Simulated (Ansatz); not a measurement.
Two isomers of H7OPSi2: A = `OP([SiH3])[SiH3]`, B = `O[SiH]([SiH3])P`.

Gas-phase electronic energies from Ansatz, PBE0-D4/def2-TZVP geometries. CCSD(T)/CBS adds triple-zeta CCSD(T) − MP2 to the extrapolated MP2 energy (def2 sets, frozen cores). DFT in def2-TZVPP. B3LYP here is the variant with VWN-RPA as its local correlation; programs differ in this. Each species was taken in one conformer, which may not be the lowest.

A:

Z-matrix (Å, degrees):
```
Si
P 1 2.255
H 1 1.488 2 106.7
H 1 1.487 2 112.9 3 -120.6
H 1 1.486 2 109.0 3 118.0
Si 2 2.256 1 96.1 3 68.4
O 2 1.679 1 99.8 3 169.5
H 6 1.486 2 108.9 1 172.7
H 6 1.487 2 113.0 1 51.3
H 6 1.488 2 106.7 1 -69.3
H 7 0.961 2 109.0 1 131.3
```

B:

Z-matrix (Å, degrees):
```
Si
Si 1 2.336
P 1 2.260 2 113.3
O 1 1.654 2 106.6 3 -121.4
H 1 1.494 2 110.9 3 117.2
H 2 1.488 1 112.4 3 -180.0
H 2 1.488 1 109.7 3 58.5
H 2 1.489 1 108.2 3 -59.8
H 3 1.420 1 95.5 2 -32.3
H 3 1.421 1 92.7 2 62.1
H 4 0.959 1 117.4 2 177.5
```

Task: Which is lower in electronic energy at CCSD(T)/CBS, and by how much? (Estimate.)

Result: Computed: B, by 23.8 kcal/mol.

Task: Give E(B) − E(A) in kcal/mol with MP2/def2-TZVPP, CCSD(T)/def2-TZVPP, HF/def2-TZVPP, PBE-D4, CCSD/def2-TZVPP, ωB97M-V, B3LYP-D4. (Best estimate.)

Result: Ansatz gave: MP2/def2-TZVPP -24.3, CCSD(T)/def2-TZVPP -24.3, HF/def2-TZVPP -24.3, PBE-D4 -22.2, CCSD/def2-TZVPP -24.7, ωB97M-V -22.4, B3LYP-D4 -22.7. None reverses the order clearly.

Largest T1 diagnostic: 0.014.

From PBE to PBE0 (25 % exact exchange), in def2-TZVPP and without D4, E(B) − E(A) moves by −1.0 kcal/mol.
